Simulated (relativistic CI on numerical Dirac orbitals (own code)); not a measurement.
**Au+: what numerical and physical settings do to a radial Dirac CI calculation**

Reference input:

```
atom Au  Z=79  charge=1  electrons=78
nucleus A=197  rms_radius_fm=5.4371
hamiltonian dirac-coulomb  breit=on  qed=on  c_scale=1
orbitals kli  potential=per-configuration
slater_scale 1
correlation none
mixing on
grid step=0.0125 r_max=129.7
scf mixing=0.4 start=green max_iterations=150 tolerance=2e-08 node_fill=0.05
configurations
  [Xe] 4f14 5d10
  [Xe] 4f14 5d9 6s
end
```

Computed lowest total energy -18998.74387 Ha, first excitation 13685.4 cm⁻¹, 25 SCF steps. Runs with settings changed; * marks those that are bad on purpose (the QED terms keep the true α when c is scaled):

```tsv
Changed	Outcome	Lowest level	ΔE (Ha)	First excitation (cm⁻¹)	SCF steps	Message
Breit term off, grid step 0.006	converged	5d¹⁰ ¹S0	-21.7	13366.2	27	
SCF tolerance 0.0001	converged	5d¹⁰ ¹S0	6.97e-06	13684.2	18	
Slater scale 0.5	converged	5d¹⁰ ¹S0	0	14916.1	25	
speed of light × 10	converged	5d¹⁰ ¹S0	1130	46794.7	25	
SCF tolerance 1e-14 *	converged	5d¹⁰ ¹S0	2.04e-10	13685.4	85	
iteration limit 1 *	not converged				1	SCF of 1s2 2s2 2p6 3s2 3p6 3d10 4s2 4p6 4d10 4f14 5s2 5p6 5d10 did not converge
```

With so few configurations and no correlation, terms lie too far apart (by 10 to 50 % near neutrality), their order can be wrong, and levels of other configurations are missing.
